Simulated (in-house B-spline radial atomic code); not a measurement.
Ionising the lead ion Pb⁷⁺ with different functionals

Computed with a B-spline radial code for spherical atoms: scalar-relativistic (spin-free X2C) Hamiltonian, Fermi nucleus of rms radius 5.5012 fm, spin-polarised at highest spin, spherical fractional occupations for the functionals, and exact exchange of hybrids averaged over the configuration. The ionisation energy is the difference of two self-consistent energies, [Xe] 4f14 5d7 → [Xe] 4f14 5d6, without Breit or QED terms; ε is the level of the shell that loses the electron (its least bound occupied spin orbital). There is no spin-orbit coupling in this Hamiltonian.

| method | rung | ΔSCF (eV) | -ε(5d) (eV) |
| --- | --- | --- | --- |
| PBE0 | global hybrid | 120.41 | 113.99 |
| B3LYP | global hybrid | 120.53 | 113.57 |
| TPSSh | global hybrid | 120.32 | 112.44 |
| BHandHLYP | global hybrid | 120.26 | 116.25 |
| r2SCAN0 | global hybrid | 120.28 | 113.97 |
| B97-1 | global hybrid | ? | ? |
| HSE06 | range-separated hybrid | 120.33 | 113.50 |
| wB97X | range-separated hybrid | ? | ? |
| CAM-B3LYP | range-separated hybrid | 120.48 | 115.53 |
| LC-wPBE | range-separated hybrid | 120.35 | 116.78 |

Problem. What does B97-1 give?

Solution. ΔSCF 120.54 eV, and -ε(5d) = 113.68 eV.

Problem. What does wB97X give?

Solution. ΔSCF 120.19 eV, and -ε(5d) = 116.41 eV.

Problem. Among the functionals, which spreads more, the ΔSCF values or the orbital energies?

Solution. The orbital energies: ΔSCF values span about 0.35 eV and the orbital energies 4.34 eV; here energy differences depend much less on the functional than eigenvalues do.

Problem. How do they compare with the NIST value?

Solution. NIST lists 120 eV ± 2.1 (tabulated theory, ground level to ground level). Errors run from +0.19 to +0.54 eV; all lie within about twice that uncertainty, so the table can't rank the methods.
